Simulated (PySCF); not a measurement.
# Heteronuclear NMR

Bonds (- single, = double, # triple, : aromatic): C1=N2, N2-C3, C3=C4, C4-Si5, C3-C6, C6-Si7. C1 carries H8, H9; C4 carries H10; Si5 carries H11, H12, H13; C6 carries H14, H15; Si7 carries H16, H17, H18. Stereochemistry as in C=N/C(=C\[SiH3])C[SiH3]. H9 is cis to C3; H8 is trans to C3.

[PySCF: structure optimised with GFN2-xTB; NMR shieldings at PBE0/pcSseg-1/GIAO; one computed conformer; non-relativistic Hamiltonian; one averaged value for each set of equivalent atoms; no solvent model]

(1) Where does ²⁹Si resonate?

(2) What are the ¹⁵N shifts?

Results:

(1) 
```
atoms               environment  σ (ppm)  δ (ppm)
  Si7  silicon bonded to C, 3 H    411.7    -58.5
  Si5  silicon bonded to C, 3 H    435.1    -77.7
```

Shieldings were converted by a linear fit to measured shifts: ²⁹Si (scatter 8.9 ppm rms, 25.8 ppm with the 6 outliers that the fit left out vs TMS, solution or neat liquid). Occasional misses reach two or three times the rms, and more in compound classes unlike the fitted ones.

On a 300 MHz spectrometer ²⁹Si resonates near 59.6 MHz, so 1 ppm is 59.6 Hz.

(2) 
```tsv
atoms	environment	σ (ppm)	δ (ppm)
N2	imine nitrogen	-142.5	-16.8
```

Shieldings were converted by a linear fit to measured shifts: ¹⁵N (scatter 6.3 ppm rms vs CH3NO2, solution or neat liquid). Occasional misses reach two or three times the rms, and more in compound classes unlike the fitted ones.

On a 500 MHz spectrometer ¹⁵N resonates near 50.7 MHz, so 1 ppm is 50.7 Hz.
